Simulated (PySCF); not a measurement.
# Shieldings and the share of exact exchange

Molecule: `BNBO[SiH3]`, B$_{2}$H$_{7}$NOSi.

Mapped SMILES: `[BH2:1][NH:2][BH:3][O:4][SiH3:5]` (H(Xn): hydrogen on atom n).

GIAO shieldings (ppm, equivalent atoms averaged) in PySCF on the PBE0-D3(BJ)/def2-SVP geometry, basis pcSseg-2, gas phase, non-relativistic:

| functional | exact exchange (%) | σ(B1) | σ(B3) | σ(N2) | σ(O4) |
| --- | --- | --- | --- | --- | --- |
| BLYP | 0 | 42.3 | 59.1 | 72.7 | 178.0 |
| BP86 | 0 | 44.6 | 61.5 | 77.2 | 181.5 |
| PBE | 0 | 43.3 | 60.6 | 75.9 | 180.0 |
| B3LYP | 20 | 46.5 | 63.1 | 82.0 | 191.3 |
| PBE0 | 25 | 48.8 | 65.6 | 87.7 | 196.6 |
| mPW1PW91 | 25 | 49.2 | 65.7 | 88.0 | 197.3 |
| HF | 100 | 66.1 | 80.6 | 115.8 | 233.6 |

**Question.** Fit each shielding as a line in the percentage of exact exchange.

**Answer.** σ(B1) = 43.2 + 0.23 x (rms 0.8 ppm); σ(B3) = 60.2 + 0.20 x (rms 0.8 ppm); σ(N2) = 75.7 + 0.41 x (rms 1.8 ppm); σ(O4) = 181.0 + 0.54 x (rms 1.9 ppm). The functionals also differ in their semilocal parts, which the line can't hold; Hartree–Fock has no correlation at all.

**Question.** What does the line predict for BHandHLYP (50 %), and what does the run give?

**Answer.** σ(B1): 54.7 predicted, 53.1 computed; σ(B3): 70.2 predicted, 69.2 computed; σ(N2): 96.2 predicted, 94.7 computed; σ(O4): 208.0 predicted, 208.5 computed ppm.
